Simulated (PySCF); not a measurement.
Match the calculated data to a structure.

All candidates are C9H10.

* 13C NMR: chemical shifts (computed TMS as zero) by class: 154.2 (1 C), 148.6 (1 C), 133.8 (2 C), 133.1 (1 C), 131.4 (2 C), 119.7 (1 C), 24.9 (1 C) ppm [GIAO PBE0/pcSseg-1]
* 1H NMR: chemical shifts (computed TMS as zero) by class: 7.65 (2 H), 7.62 (2 H), 7.56 (1 H), 5.55 (1 H), 5.44 (1 H), 2.27 (3 H) ppm [GIAO PBE0/pcSseg-1]
* Dipole: 0.35 D [PBE0/pcSseg-1]
* Rotational structure: rotational constants A, B, C: 3.622, 1.211, 0.955 GHz [GFN2-xTB]

The electronic properties come from PySCF, for the isolated species, density fitting. Levels stand in brackets. One conformer (not necessarily the lowest) at the GFN2-xTB geometry, without solvent, vibrations or thermal averaging. NMR values are class means; diastereotopic atoms form classes of their own.

Question: Which candidate is it?
A. `C=CCc1ccccc1`
B. `C=CC/C=C1/C=CC1=C`
C. `C=C(C)C1=C[C@@H]2C=C[C@H]12`
D. `c1ccc2c(c1)CCC2`
E. `C=C(C)c1ccccc1`

Answer: E. It is `C=C(C)c1ccccc1`. Numbering: `[CH2:1]=[C:2]([CH3:3])[c:4]1[cH:5][cH:6][cH:7][cH:8][cH:9]1`. Its formula, C9H10, gives 5 degrees of unsaturation: 1 ring and 4 π bonds in the structure found (Kekulé form). 9 carbons fall into 7 classes; from least to most shielded: fully substituted alkene carbon [C2] (154.2 ppm), substituted aromatic carbon [C4] (148.6 ppm), aromatic CH carbon [C6/C8] (133.8 ppm, 2 C), aromatic CH carbon [C7] (133.1 ppm), aromatic CH carbon [C5/C9] (131.4 ppm, 2 C, up to 2.4 ppm apart in this geometry), terminal =CH2 carbon [C1] (119.7 ppm), allylic carbon [C3] (24.9 ppm). Hydrogen classes from least to most shielded: 2 H on the ortho carbons, C5/C9 (7.65 ppm), 2 H on the meta carbons, C6/C8 (7.62 ppm), 1 H on the para carbon, C7 (7.56 ppm), 1 H on a terminal =CH2 carbon, C1 (5.55 ppm), 1 H on a terminal =CH2 carbon, C1 (5.44 ppm), 3 H on an allylic carbon, C3 (2.27 ppm, a mean of values up to 0.7 ppm apart in this geometry). By its constants the optimised geometry is an asymmetric top.

The others, at the same levels:
- `C=CCc1ccccc1` fails: its computed 13C shifts are 149.9 (1 C), 146.5 (1 C), 134.4 (2 C), 134.3 (2 C), 131.5 (1 C), 118.6 (1 C), 48.1 (1 C) ppm, 1H shifts are 7.61 (2 H), 7.50 (2 H), 7.48 (1 H), 6.12 (1 H), 5.44 (1 H), 5.11 (1 H), 3.38 (2 H) ppm and rotational constant A is 3.950 GHz (against 3.622 GHz).
- `C=C(C)C1=C[C@@H]2C=C[C@H]12` fails: it has 9 carbon classes against 7; its computed 13C shifts are 165.8 (1 C), 154.3 (1 C), 153.0 (1 C), 147.0 (1 C), 142.8 (1 C), 118.1 (1 C), 51.9 (1 C), 48.2 (1 C), 21.9 (1 C) ppm, 1H shifts are 7.05 (1 H), 6.86 (1 H), 6.65 (1 H), 5.35 (1 H), 5.25 (1 H), 3.96 (1 H), 3.86 (1 H), 2.00 (3 H) ppm and smallest rotational constant is 1.040 GHz (against 0.955 GHz).
- `C=CC/C=C1/C=CC1=C` fails: it has 9 carbon classes against 7; its computed 13C shifts are 156.5 (1 C), 156.4 (1 C), 153.0 (1 C), 147.2 (1 C), 146.7 (1 C), 121.9 (1 C), 121.3 (1 C), 103.1 (1 C), 39.8 (1 C) ppm, 1H shifts are 7.15 (1 H), 7.06 (1 H), 6.04 (1 H), 5.40 (1 H), 5.25 (1 H), 5.25 (1 H), 5.17 (1 H), 5.06 (1 H), 3.08 (2 H) ppm and rotational constant A is 3.869 GHz (against 3.622 GHz).
- `c1ccc2c(c1)CCC2` fails: it has 5 carbon classes against 7; its computed 13C shifts are 149.3 (2 C), 131.7 (2 C), 129.8 (2 C), 36.8 (2 C), 28.9 (1 C) ppm, 1H shifts are 7.56 (2 H), 7.43 (2 H), 3.05 (4 H), 2.10 (2 H) ppm and smallest rotational constant is 1.097 GHz (against 0.955 GHz).

Each candidate is one conformer, not necessarily the lowest. Dipoles, sizes and rotational constants follow the conformer. The torsions of the flexible species, by atom-mapped SMILES:
- `[CH2:1]=[C:2]([CH3:3])[c:4]1[cH:5][cH:6][cH:7][cH:8][cH:9]1`: C1–C2–C4–C5 -144°
- `[CH2:1]=[CH:2][CH2:3][c:4]1[cH:5][cH:6][cH:7][cH:8][cH:9]1`: C1–C2–C3–C4 -117°, C2–C3–C4–C5 81°
- `[CH2:1]=[C:2]([CH3:3])[C:4]1=[CH:5][C@@H:6]2[CH:7]=[CH:8][C@H:9]12`: C1–C2–C4–C5 177°
- `[CH2:1]=[CH:2][CH2:3]/[CH:4]=[C:5]1/[CH:6]=[CH:7][C:8]1=[CH2:9]`: C1–C2–C3–C4 -115°, C2–C3–C4–C5 -114°

The conformers of `c1ccc2c(c1)CCC2` aren't listed.
